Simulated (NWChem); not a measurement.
BiF3; SMILES [F][Bi]([F])[F]

Results from NWChem. Medium grid unless said otherwise, to which SCAN and Minnesota functionals are sensitive. Structure relaxed at the PBE-D3(BJ)/def2-SVP level. def2 effective core potentials on Bi; no spin-orbit coupling. Total energies of different functionals are on different scales.

| level | energy (Ha) | highest occupied level (eV) | orbital gap (eV) | dipole (D) |
|---|---|---|---|---|
| B3LYP/def2-SVP | -514.0521 | ? | ? | ? |
| PBE/def2-SVP | -513.7401 | -8.04 | 5.70 | 4.67 |
| M05-2X/def2-SVP | -513.8309 | -11.49 | 10.76 | 5.53 |
| TPSS/def2-SVP | -513.9442 | -8.16 | 5.90 | 4.76 |
| OLYP/def2-SVP | -514.1434 | -7.92 | 5.76 | 4.82 |
| r2SCAN/def2-SVP | -513.9621 | -8.55 | 6.34 | 4.99 |
| MPW1K/def2-SVP | -513.9206 | -10.97 | 9.70 | 5.54 |

Problem. Some entries are withheld; supply them.

Solution. 
- B3LYP/def2-SVP, highest occupied level (eV): -9.43
- B3LYP/def2-SVP, orbital gap (eV): 7.49
- B3LYP/def2-SVP, dipole (D): 5.10
